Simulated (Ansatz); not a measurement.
`B[C](=C)[GaH][CH3]` + CH₃OH → `C[O][GaH][CH3]` + `BC=C` at 700 K and 1 bar (ligand exchange at a Ga–C bond).

Computed with Ansatz on PBE0-D4/def2-TZVP structures; ΔE is electronic, products minus reactants. CCSD(T)/CBS adds triple-zeta CCSD(T) − MP2 to the extrapolated MP2 energy (def2 sets, frozen cores). This one scheme is used for every species. For Ga outer-core shells are correlated without core-valence functions, which leaves a few kJ/mol of doubt a bond. Scalar relativity is left out up to krypton. Each species was taken in one conformer, which may not be the lowest.

```csv
species,CCSD(T)/CBS energy (Eh),H − E (kJ/mol),S (J/(mol·K))
`B[C](=C)[GaH][CH3]`,-2067.66054,342.9,526.7
CH₃OH,-115.61712,170.8,288.5
`C[O][GaH][CH3]`,-2079.44369,297.6,468.8
`BC=C`,-103.86193,214.7,339.5
```

H − E and S are ideal-gas, rigid-rotor, harmonic terms from PBE0-D4/def2-TZVP, for one conformer and one mirror image of each species. 1 Eh = 2625.50 kJ/mol, R = 8.31446 J/(mol·K).

Task: By hand: ΔE, ΔH, ΔS and ΔG.

Result: ΔE = (-2079.44369) + (-103.86193) − (-2067.66054) − (-115.61712) = -0.02796 Eh = -73.4 kJ/mol. Δ(H − E) = 297.6 + 214.7 − 342.9 − 170.8 = -1.4, so ΔH = -74.8 kJ/mol. ΔS = 468.8 + 339.5 − 526.7 − 288.5 = -6.9 J/(mol·K). ΔG = -74.8 − 700 × (-6.9)/1000 = -70.0 kJ/mol.

Task: By hand: the equilibrium constant, and the temperature at which ΔG would vanish if ΔH and ΔS stayed fixed.

Result: log₁₀ K = −ΔG/(RT ln 10) = 5.2. ΔG = 0 at ΔH/ΔS = 10841 K, far beyond where these terms or the molecules hold.

The number of gas molecules stays the same, so ΔS is small and ΔH decides. A doubt of 5 kJ/mol in ΔE shifts log₁₀ K by 0.4 here. Other conformers and mirror images would add mixing entropy, several J/(mol·K) or more a flexible species. Modes under 60 cm⁻¹, often nearly free rotors, make the harmonic entropy too high. These are equilibria of isolated gas molecules and say nothing of rates. Largest T1 diagnostic: 0.014 (customary marks: 0.02 for closed shells, 0.045 for open ones).
